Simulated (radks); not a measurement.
Spherical quantum dot in the effective-mass picture: electrons in a parabolic well V = omega^2 r^2 / 2 with omega = 0.527, all in effective atomic units (hartree* = m*/eps^2 hartree, bohr* = eps/m* bohr), one dielectric constant everywhere. Calculated with a radial shooting solver with Libxc functionals: non-relativistic Kohn-Sham, PBE, spin-polarised, spherical densities. Levels are named by radial order and angular momentum (1s, 1p, 1d, 2s, ...), and open shells are averaged over m.

N = 13, configuration 1s2 1p6 1d(up 5, down 0). This is the lowest configuration that the search found. Occupied and some empty levels:

level,occupation,eigenvalue (hartree*),<r> (bohr*)
1s up,1,4.9868,2.354
1s down,1,5.0244,2.230
1p up,3,5.2202,2.864
1p down,3,5.2835,2.803
1d up,5,5.4992,3.224
1d down,0,5.5742,3.205
2s up,0,5.5955,2.732
2s down,0,5.6332,2.789
1f up,0,5.8153,3.516
1f down,0,5.8937,3.525
2p up,0,5.9479,3.122
2p down,0,5.9876,3.148

Energy (hartree*): total 44.0746, kinetic 5.4045, external 16.588, Hartree 26.166, exchange-correlation -4.0829.
